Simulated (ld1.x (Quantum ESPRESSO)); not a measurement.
## silver TM: all-electron and pseudo phase curves

- Element: Ag
- Generator: ld1.x (Quantum ESPRESSO) 7.5
- Type: norm-conserving Troullier–Martins (Kleinman–Bylander form)
- Functional: Wu–Cohen
- Relativity: scalar-relativistic
- Frozen core: [Kr]
- Valence charge: 11
- Reference configuration: 4d10 5s0.75 5p0 (charge +0.25)
- Partial waves: 5s (bound): rc 1.85 bohr; 5p (bound, empty): rc 1.05 bohr; 4d (bound): rc 1.30 bohr
- Local potential: all-electron potential smoothed inside 0.80 bohr (lloc = -2)
- Core correction: none

The phase is arctan(r·u′/u) with u = r·R(r), unwrapped; energies in Ry, scanned from -3 to 5 Ry. A pole is an energy at which the radial function vanishes at the test radius. The pseudo phase is shifted by a multiple of π to meet the all-electron one at the reference energy, and phase errors are pseudo minus all-electron; the curves can meet again beyond the range given. Levels narrower than the energy grid can be missing from the lists of poles.

```tsv
channel	radius (bohr)	reference energy (Ry)	poles, all-electron	poles, pseudo	unbroken range about the reference energy with phases within 0.05 rad	phase error 1 Ry above the reference energy (rad)
s	2.00	-0.44	none	1.40	below 0.2	-0.190
p	2.00	-0.14	none	none	the whole range	-0.001
d	2.00	-0.69	0.13	0.13	below 4.3	-0.000
```

Note: ghost states, extra bound levels that the all-electron valence spectrum of the same l lacks: s at -229.6 eV, p at -61.2 eV. A true bound ghost makes a file unfit for plane-wave use. The 5p radius (1.05 bohr) lies inside the outermost node of the all-electron wave (1.25 bohr), which a nodeless pseudo-wave cannot match soundly.

Phases in the d channel:

| E (Ry) | all-electron | pseudo |
| --- | --- | --- |
| -3.00 | 1.244 | 1.244 |
| -2.76 | 1.221 | 1.221 |
| -2.52 | 1.193 | 1.193 |
| -2.28 | 1.156 | 1.156 |
| -2.04 | 1.105 | 1.104 |
| -1.80 | 1.028 | 1.028 |
| -1.56 | 0.902 | 0.902 |
| -1.32 | 0.661 | 0.660 |
| -1.08 | 0.138 | 0.137 |
| -0.84 | -0.651 | -0.651 |
| -0.60 | -1.141 | -1.141 |
| -0.36 | -1.368 | -1.368 |
| -0.12 | -1.491 | -1.491 |
| 0.12 | -1.568 | -1.569 |
| 0.36 | -1.623 | -1.623 |
| 0.60 | -1.666 | -1.666 |
| 0.84 | -1.701 | -1.702 |
| 1.08 | -1.732 | -1.733 |
| 1.32 | -1.762 | -1.763 |
| 1.56 | -1.791 | -1.792 |
| 1.80 | -1.820 | -1.821 |
| 2.04 | -1.851 | -1.853 |
| 2.28 | -1.884 | -1.887 |
| 2.52 | -1.922 | -1.926 |
| 2.76 | -1.966 | -1.971 |
| 3.00 | -2.018 | -2.025 |
| 3.24 | -2.081 | -2.091 |
| 3.48 | -2.162 | -2.176 |
| 3.72 | -2.268 | -2.288 |
| 3.96 | -2.409 | -2.440 |
| 4.20 | -2.602 | -2.646 |
| 4.44 | -2.856 | -2.918 |
| 4.68 | -3.163 | -3.237 |
| 4.92 | -3.476 | -3.549 |
